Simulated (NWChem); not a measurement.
System: C$_{2}$H$_{3}$BF$_{2}$O; SMILES B(F)(F)OC=C

```xyz
9

C      0.5152    -2.1199    -0.1263
C     -0.6368    -1.5020     0.1226
O     -0.8812    -0.1450     0.1661
B     -0.0124     0.8777    -0.0114
F     -0.4833     2.1117     0.0753
F      1.2831     0.7155    -0.2666
H      1.4418    -1.6004    -0.3325
H      0.5286    -3.2042    -0.1225
H     -1.5554    -2.0423     0.3271
```
Atoms are numbered in this order, from 1.

Structure relaxed at the B3LYP/6-31G* (spherical d) level.

Problem. Give the principal values of the shielding tensors (ppm) of C1, C2, O3, B4, F5 from PBE0/pcSseg-1, GIAO (NWChem), with their diamagnetic and paramagnetic parts as GIAO splits them.

Solution. 
```json
[
 {"atom": "C1", "σ11": "-29.9", "σ22": "102.9", "σ33": "164.8", "isotropic": "79.3", "diamagnetic": "258.1", "paramagnetic": "-178.9"},
 {"atom": "C2", "σ11": "-78.6", "σ22": "72.7", "σ33": "100.5", "isotropic": "31.5", "diamagnetic": "251.6", "paramagnetic": "-220.1"},
 {"atom": "O3", "σ11": "74.4", "σ22": "174.3", "σ33": "300.3", "isotropic": "183.0", "diamagnetic": "393.8", "paramagnetic": "-210.8"},
 {"atom": "B4", "σ11": "79.1", "σ22": "85.0", "σ33": "96.8", "isotropic": "87.0", "diamagnetic": "198.0", "paramagnetic": "-111.0"},
 {"atom": "F5", "σ11": "180.0", "σ22": "350.4", "σ33": "356.2", "isotropic": "295.5", "diamagnetic": "468.9", "paramagnetic": "-173.4"}
]
```
